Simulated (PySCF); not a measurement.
## Ta²⁺ (tantalum, charge +2) across methods

[Xe] 4f14 5d2 6s1, high-spin 4F determinant (an excited configuration). All numbers are calculated (PySCF 2.14, a scalar-relativistic core potential, in def2-QZVPPD with the def2 core potential (60 electrons) (7s6p4d3f2g, 84 functions)).

```tsv
method	E (hartree)	mean ε 5p β (eV)	mean ε 5d α (eV)	mean ε 6s α (eV)	Σ⟨r²⟩ (bohr²)	⟨S²⟩
M06-L	-56.0065	-55.882	-21.398	-19.643	31.86	3.751
r2SCAN	-56.0178	-56.115	-21.803	-20.182	32.09	3.752
M06	-55.9323	-57.299	-22.355	-20.672	32.00	3.751
BLYP	-55.9745	-55.180	-21.149	-19.927	32.13	3.750
UHF	-55.53630	-62.967	-26.558	-22.469	32.49	3.755
LDA	-55.8255	-55.157	-21.249	-20.348	32.23	3.750
BP86	-56.0651	-55.416	-21.443	-20.242	32.04	3.751
PBE0	-55.9798	-57.474	-22.838	-20.797	32.10	3.751
```

(1) Estimate the same row for PBE.

Energies and moments cover only the electrons outside the core potential. Spin-orbit coupling, absent here, splits the open shell strongly.

Answers

(1) E (hartree) = -56.0043; mean ε 5p β (eV) = -55.250; mean ε 5d α (eV) = -21.388; mean ε 6s α (eV) = -20.072; Σ⟨r²⟩ (bohr²) = 32.12; ⟨S²⟩ = 3.751.
